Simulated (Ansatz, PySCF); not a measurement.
Complex: PH3 (SMILES P) (first 4 atoms) with H4OSi (SMILES O[SiH3]); geometry from B3LYP-D3(BJ)/def2-TZVP, rigid monomers moved along the line of their centres of mass till P1···H7 is 3.46 Å.
(charge 0, multiplicity 1):
```xyz
10

P     -0.248     0.174    -0.366
H      0.820    -0.504    -0.999
H     -1.262    -0.592    -0.987
H     -0.297     1.228    -1.309
O     -0.136     0.659     4.030
Si     0.271    -0.672     4.908
H     -0.168     0.569     3.067
H     -0.678    -1.794     4.690
H      0.235    -0.266     6.328
H      1.631    -1.167     4.571
```

Monomers are frozen at their geometry in the pair; levels with a basis set take the counterpoise correction. Rows marked so take none.

Correlated levels freeze the cores. Rows in 6-31G* carry no dispersion term and start afresh at each structure (6-31G* with six Cartesian d functions).

Codes used: Ansatz (a quantum-chemistry and plane-wave program) with Gaussian orbitals; PySCF for 6-31G* rows, the dispersion terms. Each number belongs to the level named beside it.

Q: What is the computed interaction energy (HF/6-31G* (no counterpoise))?

A: -1.8 kcal/mol
